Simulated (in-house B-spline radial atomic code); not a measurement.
Ce⁴⁺. Computed with a B-spline radial atomic code. Model: all-electron spherical atom, spin shells full or empty, radial basis limit, no spin-orbit coupling, Breit or QED, empty-state partial waves extrapolated as (l+1/2)^-4, RPA, G0W0 and static COHSEX of the highest shell as one setting changes (uncorrelated shells keep exact exchange).

Given: element Ce; charge 4; filled core Kr; hamiltonian one-electron scalar X2C; mean-field start PBE0; highest l of empty states 9; nuclear rms radius 4.8771 fm; highest mean-field shell 5p.

Shell: 4d 5 5, 5s 1 1, 5p 3 3 (electrons up and down).

```json
{"lowest nl shells left uncorrelated": "0", "RPA correlation energy (hartree)": "-4.3345", "G0W0 level (eV)": "-66.854", "G0W0 minus most complete (meV)": "0", "COHSEX level (eV)": "-69.709", "linearised minus solved G0W0 (meV)": "-16.8"}
{"lowest nl shells left uncorrelated": "1", "RPA correlation energy (hartree)": "-4.1471", "G0W0 level (eV)": "-66.853", "G0W0 minus most complete (meV)": "0.6", "COHSEX level (eV)": "-69.709", "linearised minus solved G0W0 (meV)": "-16.8"}
{"lowest nl shells left uncorrelated": "2", "RPA correlation energy (hartree)": "-3.949", "G0W0 level (eV)": "-66.853", "G0W0 minus most complete (meV)": "0.7", "COHSEX level (eV)": "-69.71", "linearised minus solved G0W0 (meV)": "-16.8"}
{"lowest nl shells left uncorrelated": "3", "RPA correlation energy (hartree)": "?", "G0W0 level (eV)": "?", "G0W0 minus most complete (meV)": "?", "COHSEX level (eV)": "?", "linearised minus solved G0W0 (meV)": "?"}
{"lowest nl shells left uncorrelated": "4", "RPA correlation energy (hartree)": "-3.1962", "G0W0 level (eV)": "-66.851", "G0W0 minus most complete (meV)": "3.4", "COHSEX level (eV)": "-69.706", "linearised minus solved G0W0 (meV)": "-16.8"}
{"lowest nl shells left uncorrelated": "5", "RPA correlation energy (hartree)": "-2.6517", "G0W0 level (eV)": "-66.856", "G0W0 minus most complete (meV)": "-2.4", "COHSEX level (eV)": "-69.721", "linearised minus solved G0W0 (meV)": "-16.8"}
{"lowest nl shells left uncorrelated": "6", "RPA correlation energy (hartree)": "-1.7604", "G0W0 level (eV)": "-66.813", "G0W0 minus most complete (meV)": "41.2", "COHSEX level (eV)": "-69.641", "linearised minus solved G0W0 (meV)": "-16.5"}
{"lowest nl shells left uncorrelated": "7", "RPA correlation energy (hartree)": "?", "G0W0 level (eV)": "?", "G0W0 minus most complete (meV)": "?", "COHSEX level (eV)": "?", "linearised minus solved G0W0 (meV)": "?"}
{"lowest nl shells left uncorrelated": "8", "RPA correlation energy (hartree)": "-1.1502", "G0W0 level (eV)": "-66.827", "G0W0 minus most complete (meV)": "27.3", "COHSEX level (eV)": "-69.674", "linearised minus solved G0W0 (meV)": "-16.6"}
{"lowest nl shells left uncorrelated": "9", "RPA correlation energy (hartree)": "-0.35122", "G0W0 level (eV)": "-66.428", "G0W0 minus most complete (meV)": "425.6", "COHSEX level (eV)": "-68.976", "linearised minus solved G0W0 (meV)": "-14.3"}
{"lowest nl shells left uncorrelated": "10", "RPA correlation energy (hartree)": "-0.24278", "G0W0 level (eV)": "-66.83", "G0W0 minus most complete (meV)": "23.7", "COHSEX level (eV)": "-69.308", "linearised minus solved G0W0 (meV)": "-16.1"}
```

(1) What follows for lowest nl shells left uncorrelated = 3?

(2) What follows for lowest nl shells left uncorrelated = 7?

## Answers

(1) RPA correlation energy -3.3782 hartree; G0W0 level -66.85 eV; G0W0 minus most complete 3.5 meV; COHSEX level -69.704 eV; linearised minus solved G0W0 -16.8 meV.

(2) RPA correlation energy -1.6034 hartree; G0W0 level -66.814 eV; G0W0 minus most complete 40.2 meV; COHSEX level -69.644 eV; linearised minus solved G0W0 -16.5 meV.
